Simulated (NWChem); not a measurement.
## One site exchanged: Br, Cl, I

Each species was optimised at PBE0/def2-SVP with NWChem, gas phase unless a solvent is named. All stand in one matching conformer (torsions within 35°), which need not be the lowest. This build's default masses of Se (78.918 u) and Br (79.917 u) are each other's, which moves their modes by up to 0.6 %. For some, no frequency run checked for a minimum. def2 effective core potentials on I; no spin-orbit coupling.

A: CB(O)Br (CH4BBrO)
B: CB(O)Cl (CH$_{4}$BClO)
C: IB(C)O (CH₄BIO)

| quantity | A (Br) | B (Cl) | C (I) |
|---|---|---|---|
| Pauling electronegativity of the site (pymatgen's table) | 2.96 | 3.16 | 2.66 |
| electrons in the molecule | 58 | 40 | 76 |
| dipole (D), PBE0/def2-SVP | 0.80 | 0.67 | 1.04 |
| orbital gap (eV), PBE0/def2-SVP | 8.31 | 9.15 | 7.31 |
| vertical ionisation energy, ΔSCF, PBE/def2-SVP (eV) | 10.42 | 10.93 | 9.64 |
| vertical ionisation energy, ΔSCF, CAM-B3LYP/def2-SVP (eV) | 10.81 | 11.44 | 9.87 |
| static polarisability, CAM-B3LYP/def2-SVPD (bohr³) | 52.6 | 45.0 | 66.2 |
| lowest singlet excitation, CAM-B3LYP/def2-SVPD, TDA (eV) | 6.82 | 7.51 | 6.00 |

“Dipole (D), PBE0/def2-SVP” runs from 0.67 in B (Cl) to 1.04 in C (I), falling in step with the site's electronegativity. “Orbital gap (eV), PBE0/def2-SVP” runs from 7.31 in C (I) to 9.15 in B (Cl), rising in step with the site's electronegativity. “Vertical ionisation energy, ΔSCF, PBE/def2-SVP (eV)” runs from 9.64 in C (I) to 10.93 in B (Cl), rising in step with the site's electronegativity. “Vertical ionisation energy, ΔSCF, CAM-B3LYP/def2-SVP (eV)” runs from 9.87 in C (I) to 11.44 in B (Cl), rising in step with the site's electronegativity. “Static polarisability, CAM-B3LYP/def2-SVPD (bohr³)” runs from 45.0 in B (Cl) to 66.2 in C (I), falling in step with the site's electronegativity. “Lowest singlet excitation, CAM-B3LYP/def2-SVPD, TDA (eV)” runs from 6.00 in C (I) to 7.51 in B (Cl), rising in step with the site's electronegativity. The order by orbital gap (eV) is the same as the order by lowest singlet excitation. The order by vertical ionisation energy is the reverse of the order by static polarisability.

These are trends among computed rows of three or four species; they are not measurements.
